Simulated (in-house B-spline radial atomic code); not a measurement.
What moves the levels of Pt ([Xe] 4f14 5d9 6s1)? Computed with a B-spline radial code for spherical atoms: Dirac-Hartree-Fock, average of configuration, Fermi nucleus of rms radius 5.427 fm.

Baseline run (computed): total energy -18434.8772 hartree, 1s1/2 at -2899.847 hartree, 6s1/2 at -7.7338 eV with <r> = 3.139 bohr.

Scaling the speed of light c (a factor of 100 is close to the non-relativistic limit):

| c/c0 | ΔE (hartree) | 6s1/2 level (eV) | 6s1/2 <r> (bohr) |
| --- | --- | --- | --- |
| 0.95 | -146.1 | -8.03998 | 3.066 |
| 0.98 | -54.973 | -7.84702 | 3.111 |
| 1.02 | 50.916 | -7.63108 | 3.165 |
| 2 | 862.42 | -6.25468 | 3.615 |
| 100 | 1104.3 | -5.93103 | 3.759 |

Changing the nucleus:

```
                                         nucleus  ΔE (eV)
         Gaussian nucleus of rms radius 5.427 fm     -0.8
uniform spherical nucleus of rms radius 5.427 fm    0.193
          Gaussian nucleus of rms radius 0.01 fm     -105
           Fermi nucleus of rms radius 5.3185 fm    -3.41
           Fermi nucleus of rms radius 5.5355 fm     3.45
```

A larger nucleus binds the electrons less, roughly as the density at the nucleus times the change of the nuclear <r²>. At equal rms radius the shape enters only through higher moments. A radius of 0.01 fm is nearly a point.

(1) The nuclear charge is raised by 0.1. What does the Hellmann-Feynman theorem predict for the energy, and what is found?

## Answers

(1) dE/dZ ≈ -Σ<1/r>, which is -594.272 at the start and -595.489 at the end; their mean times 0.1 is -59.488 hartree, and the two runs differ by -59.484 hartree.
